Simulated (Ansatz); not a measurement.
H2ClIO2Si (SMILES O[Si](O)(Cl)I), singlet, geometry from GFN2-xTB (core potentials on I); PBE/def2-SVPD (Ansatz, a quantum-chemistry and plane-wave program).

Input for Ansatz:
Ansatz 0.2 input:
```yaml
crystal:
  periodic: [false, false, false]
  atoms:
    - {symbol: O, position_ang: [-0.58053829, -1.75724210, 1.30613174]}
    - {symbol: Si, position_ang: [-0.83795375, -0.33746390, 0.60536311]}
    - {symbol: O, position_ang: [-2.19958349, -0.44324675, -0.25583879]}
    - {symbol: Cl, position_ang: [-0.90298831, 1.03762421, 2.04536009]}
    - {symbol: I, position_ang: [0.99217572, 0.13178742, -0.97613134]}
    - {symbol: H, position_ang: [-0.70424873, -2.58130233, 0.84155805]}
    - {symbol: H, position_ang: [-2.55793631, 0.28536268, -0.75514537]}
basis:
  gaussian:
    orbitals: def2-SVPD
hamiltonian:
  xc: pbe
```

What the program printed (banner, timings and long lists left out):

```
Functional definition: PBE
1383 factors; their error is unknown
mean field evaluation 1: about -32598.5892 eV, gradient 8.1e1 eV
mean field evaluation 2: about -32530.1022 eV, gradient 1.9e2 eV
mean field evaluation 4: about -32609.6562 eV, gradient 1.1e1 eV
mean field evaluation 8: about -32610.0168 eV, gradient 1.0e-1 eV
mean field evaluation 16: about -32609.9749 eV, gradient 1.1e-4 eV
mean field -32609.97486747 eV, -1198.3944725447 hartree, gradient 5.2e-5 eV, S^2 0.000000; 0 other end points of the search recorded, 0 dependent functions left out
reference -32609.97492937 eV, -1198.3944748196 hartree; 37, 37 occupied and 111, 111 virtual orbitals, 1383 factors
Total energy: -32609.97492937 eV, -1198.3944748196 hartree
```
